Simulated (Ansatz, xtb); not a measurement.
## Relative energy of two isomers of C2H6ClFSi

Structure X is `CC[Si@H](F)Cl`, a singlet and structure Y is `C[Si](C)(F)Cl`, a singlet. Both are isolated molecules in the gas phase, relaxed with BLYP-D3(BJ)/def2-SVP; the shapes shown needn't be the lowest conformers.

X (Å):

```csv
atom,x (Å),y (Å),z (Å)
C,-0.8877,1.8976,-1.5955
C,-0.2530,0.8382,-0.6648
Cl,2.3598,-0.7306,0.4548
F,2.0800,0.5109,-2.2905
Si,1.6213,0.8088,-0.7433
H,-0.6128,1.7157,-2.6538
H,-0.5513,2.9227,-1.3360
H,-1.9941,1.8849,-1.5270
H,-0.6125,-0.1824,-0.9171
H,-0.5424,1.0102,0.3949
H,2.2694,2.0885,-0.3320
```

Y (Å):

```json
{"atom": "C", "x (Å)": "-0.8522", "y (Å)": "0.9653", "z (Å)": "-0.3242"}
{"atom": "C", "x (Å)": "-1.0815", "y (Å)": "-0.4650", "z (Å)": "-3.1246"}
{"atom": "Cl", "x (Å)": "1.8415", "y (Å)": "-0.0466", "z (Å)": "-1.8028"}
{"atom": "F", "x (Å)": "-0.3451", "y (Å)": "-1.8156", "z (Å)": "-0.7203"}
{"atom": "Si", "x (Å)": "-0.2034", "y (Å)": "-0.3613", "z (Å)": "-1.4747"}
{"atom": "H", "x (Å)": "-0.7454", "y (Å)": "1.9679", "z (Å)": "-0.7850"}
{"atom": "H", "x (Å)": "-1.9257", "y (Å)": "0.7958", "z (Å)": "-0.1015"}
{"atom": "H", "x (Å)": "-0.2921", "y (Å)": "0.9637", "z (Å)": "0.6318"}
{"atom": "H", "x (Å)": "-2.1610", "y (Å)": "-0.6745", "z (Å)": "-2.9781"}
{"atom": "H", "x (Å)": "-0.9835", "y (Å)": "0.4897", "z (Å)": "-3.6797"}
{"atom": "H", "x (Å)": "-0.6500", "y (Å)": "-1.2724", "z (Å)": "-3.7486"}
```

Question: Which of the two would you expect CCSD(T)/def2-SVP + ΔMP2/def2-TZVPP electronic energies to favour?

Answer: Structure Y; the calculation gives E(Y) − E(X) = −15.2 kcal/mol.

Level by level:

| level | geometry | E(Y) − E(X) (kcal/mol) | departure from the last row (kcal/mol) | job, with rough time for the two |
| --- | --- | --- | --- | --- |
| GFN2-xTB | GFN2-xTB | +5.8 | +21.0 | optimisation, 0.71 s |
| HF/STO-3G | GFN2-xTB | −15.3 | −0.1 | single point, 2.4 s |
| r2SCAN-D4/def2-SVP | GFN2-xTB | −15.8 | −0.6 | single point, 12 s |
| BLYP-D3(BJ)/def2-SVP | BLYP-D3(BJ)/def2-SVP | −13.9 | +1.3 | optimisation, 94 s |
| HF/def2-SVP | BLYP-D3(BJ)/def2-SVP | −13.7 | +1.5 | part of the CCSD(T) run |
| MP2/def2-SVP | BLYP-D3(BJ)/def2-SVP | −13.6 | +1.6 | part of the CCSD(T) run |
| CCSD(T)/def2-SVP | BLYP-D3(BJ)/def2-SVP | −12.7 | +2.4 | single point |
| CCSD(T)/def2-SVP + ΔMP2/def2-TZVPP | BLYP-D3(BJ)/def2-SVP | −15.2 |  | single point, 1.7 min |

As drawn, Y has 1 C–Si, 1 C–H in place of 1 C–C, 1 Si–H.

GFN2-xTB puts the two in the other order. The largest departure from CCSD(T)/def2-SVP + ΔMP2/def2-TZVPP is that of GFN2-xTB, 21.0 kcal/mol. The last row adds to CCSD(T) the change of the MP2 difference between the two basis sets, here −2.4 kcal/mol.

With harmonic frequencies from BLYP-D3(BJ)/def2-SVP (ideal gas, rigid rotor, one conformer each, 298.15 K, 1 atm): the zero-point term adds −0.3 kcal/mol; ΔH is −15.2 and ΔG −15.4 kcal/mol.

The correlated steps freeze 13 core orbitals. Mirror images aren't counted in ΔG. Programs: Ansatz 0.2.0, xtb 6.7.1; the last row on 2 threads of AMD EPYC (Zen 3) on a shared host.
